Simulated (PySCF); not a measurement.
Computed Raman spectrum (relative Raman activity) of a molecule CH3ClF2Si. Geometry optimised at PBE0-D3(BJ)/def2-SVP. The values are those of a single conformer. Level of theory: PBE0-D3(BJ)/def2-SVP in PySCF. Frequencies are harmonic and unscaled.

ν (cm⁻¹): 546 (w), 738 (w), 1419 (w), 1421 (w), 3071 (vs), 3182 (s), 3185 (s) (against the strongest line: vs over 80 %, s over 45 %, m over 15 %, w over 4 %, vw less)

Task: Which structure fits?
A. C[Si](F)(F)Cl
B. FC(F)[SiH2]Cl
C. FC[Si@@H](F)Cl

Result: A, C[Si](F)(F)Cl
